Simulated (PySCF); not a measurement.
Vertical excitation energies

Species: C₅H₇BO₂.
Structure used (PBE0-D3(BJ)/def2-SVP), in Å, numbered top down from 1:
```xyz
15
C5H7BO2 angstrom
C     -0.652    2.215    1.415
C     -0.666    1.210    0.735
C     -0.788    0.035   -0.072
C     -2.199   -0.297   -0.475
C      0.273   -0.719   -0.444
B      1.783   -0.501   -0.104
O      2.734   -1.382   -0.550
O      2.203    0.556    0.635
H     -0.603    3.101    2.020
H     -2.234   -1.208   -1.088
H     -2.643    0.534   -1.046
H     -2.832   -0.442    0.415
H      0.015   -1.591   -1.061
H      2.367   -2.104   -1.067
H      3.160    0.535    0.747
```

Method used: PySCF, TDDFT B3LYP/def2-SVPD, vertical, gas phase, core orbitals frozen in the response.

Q: Predict the UV-vis stick spectrum at this level.

A: 

| state | E (eV) | E (kJ/mol) | λ (nm) | f | main configurations (H = HOMO, L = LUMO) |
| --- | --- | --- | --- | --- | --- |
| S1 | 4.69 | 452 | 264.5 | 0.0000 | H-1→L (99%) |
| S2 | 5.05 | 487 | 245.7 | 0.314 | H→L (90%) |
| S3 | 5.88 | 567 | 211.0 | 0.0003 | H→L+1 (96%) |
| S4 | 6.28 | 606 | 197.3 | 0.0000 | H→L+4 (53%), H→L+2 (33%) |
| S5 | 6.44 | 621 | 192.6 | 0.0001 | H-4→L (96%) |
| S6 | 6.48 | 625 | 191.3 | 0.100 | H-2→L (86%) |
| S7 | 6.71 | 648 | 184.7 | 0.110 | H-3→L (93%) |
| S8 | 6.75 | 651 | 183.6 | 0.0085 | H→L+2 (63%), H→L+4 (35%) |
| S9 | 6.79 | 655 | 182.6 | 0.046 | H-1→L+1 (97%) |
| S10 | 6.86 | 662 | 180.8 | 0.0024 | H→L+3 (93%) |

Triplets (Tamm–Dancoff): T1 3.16 eV, H→L (96%); T2 4.44 eV, H-1→L (95%); T3 5.14 eV, H-2→L (68%), H→L+6 (8%); T4 5.63 eV, H-1→L+4 (58%), H-1→L+2 (19%), H-2→L (10%).

The lowest singlet lies at 4.69 eV (264 nm, ultraviolet) and is dark (f under 0.0005); its leading configuration is HOMO-1→LUMO (99%). The strongest level in the table is S2 at 5.05 eV (246 nm, f = 0.314). Löwdin shares by element: HOMO carbon 84% or more (atoms not listed hold the other 16%); LUMO carbon 59% or more, boron 11% (atoms not listed hold the other 30%). Of the 10 states listed, 4 reach f = 0.01 and 4 stay under 0.0005. Weighted by f, the mean energy of these states is 5.78 eV. The listed states span 2.17 eV, and the widest gap between neighbours is 0.83 eV (S2 to S3). All these states lie below the vertical ionisation energy of 8.90 eV (ΔSCF). Only the lowest 10 singlets were computed, as vertical energies without vibronic structure.

One conformer stands for the species.
